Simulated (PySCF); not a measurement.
# Choosing a basis for TDDFT

2-bromobutane, C4H9Br.
Structure used (PBE0-D3(BJ)/def2-SVP), in Å, numbered top down from 1:
```xyz
14
C4H9Br angstrom
C      1.8641   -0.2624    0.5354
C      0.6608   -0.1255   -0.3801
C     -0.6632    0.1079    0.3250
C     -1.8555    0.0926   -0.6061
Br    -0.6285    1.8319    1.2846
H      1.7371   -1.1005    1.2391
H      2.0143    0.6526    1.1276
H      2.7809   -0.4474   -0.0435
H      0.5372   -1.0509   -0.9721
H      0.8198    0.6856   -1.1108
H     -0.7958   -0.6257    1.1343
H     -1.9138   -0.8856   -1.1115
H     -1.7627    0.8726   -1.3767
H     -2.7953    0.2563   -0.0613
```

TDDFT with PBE0 (PySCF), vertical singlets, core orbitals frozen in the response, spherical d and f functions. The structure is a single PBE0-D3(BJ)/def2-SVP conformer in the gas phase; no vibrational or solvent corrections. Relativistic effects, spin–orbit coupling among them, are left out although an element past zinc is present.

Compare 6-31G*, def2-SVP, def2-SVPD and def2-TZVP for this molecule.

```csv
basis,functions,diffuse,S1 (eV),S2 (eV),S3 (eV),S4 (eV),S5 (eV),LUMO (eV),α (au)
6-31G*,106,no,6.29,6.33,8.49,8.63,8.91,0.31,59.2
def2-SVP,133,no,6.33,6.38,8.29,8.33,8.58,0.39,60.6
def2-SVPD,193,yes,6.11,6.15,7.38,7.42,8.01,-0.07,73.2
def2-TZVP,226,no,6.23,6.28,7.84,7.87,8.37,0.15,69.7
```

States are compared by their number. Against the only diffuse basis here (def2-SVPD, itself not a converged limit), sets without diffuse functions differ by up to 0.22 eV in S1 and 0.90 eV in S5. State by state, the largest deviation of a set without diffuse functions is S1 0.22, S2 0.23, S3 1.12, S4 1.21, S5 0.90 eV. The same number needn't mean the same state in each row. Against def2-SVPD the polarisability deviates by -19% in 6-31G*, -17% in def2-SVP, -5% in def2-TZVP.
